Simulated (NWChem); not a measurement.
CH₆BeGeO; SMILES C[O][Be][GeH3]

```xyz
10

Be    -0.3426    -0.1523    -0.5618
O     -1.0663    -0.4906    -1.7020
C     -1.7955    -0.8384    -2.8155
H     -2.5697    -0.0825    -3.0339
H     -1.1460    -0.9242    -3.7037
H     -2.3010    -1.8089    -2.6708
Ge     0.7862     0.3676     1.2320
H      1.2034    -0.8725     2.0548
H      2.0946     1.1304     0.9236
H     -0.0104     1.2696     2.2026
```
Atoms are numbered in this order, from 1.

Level: PBE0/def2-SVP (NWChem), optimised geometry, unscaled harmonic frequencies. 

| frequency (cm⁻¹) | IR intensity (km/mol) |
|---|---|
| 18 | 0.0 |
| 74 | 1.6 |
| 74 | 1.6 |
| 232 | 33.9 |
| 233 | 34.0 |
| 287 | 0.1 |
| 465 | 0.0 |
| 465 | 0.0 |
| 810 | 159.7 |
| 896 | 33.7 |
| 896 | 33.7 |
| 1051 | 1.3 |
| 1191 | 0.2 |
| 1191 | 0.2 |
| 1464 | 235.0 |
| 1474 | 3.8 |
| 1474 | 3.9 |
| 1567 | 424.9 |
| 2123 | 124.1 |
| 2125 | 131.9 |
| 2125 | 87.2 |
| 3023 | 97.2 |
| 3112 | 29.7 |
| 3112 | 29.6 |

| Quantity | Result |
|---|---|
| zero-point energy | 42.1 kcal/mol |
| thermal correction to the enthalpy at 298.15 K (with zero-point energy) | 47.4 kcal/mol |
| heat capacity Cv | 22.5 cal/(mol K) |
| entropy at 298.15 K and 1 atm (symmetry number 1) | 88.4 cal/(mol K) |
| dipole moment | 2.54 D |

Rigid rotor and harmonic oscillator; modes under 100 cm⁻¹ make the entropy uncertain.
